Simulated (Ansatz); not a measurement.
Basis-set extrapolation for CH5BFNO (`CNB(O)F`) (PBE0-D4/def2-TZVP geometry, frozen core, Ansatz). Multiplicity 1, RHF reference.

|  | def2-TZVPP | def2-QZVPP |
| --- | --- | --- |
| HF | -294.505782 | -294.519735 |
| MP2 correlation | -0.966992 | -1.043857 |
| CCSD(T) correlation | -1.025965 | not run |

Energies in hartree. Use E(X) = E(∞) + A·exp(−7.88·√X) for Hartree–Fock and E(X) = E(∞) + B·X^(−2.97) for correlation, with X = 3 and 4, and add CCSD(T) minus MP2 of the smaller set to the MP2 limit.

**Question.** What is the CCSD(T) energy at the basis-set limit?

**Answer.** HF limit: -294.519735 + (-0.013953) × 0.13774 = -294.52166. MP2 limit: -1.043857 + (-0.076865) × 0.74074 = -1.10079. Higher-order term: -1.025965 − (-0.966992) = -0.05897. Total: -295.68142 hartree, 93.9 kcal/mol below CCSD(T)/def2-TZVPP.
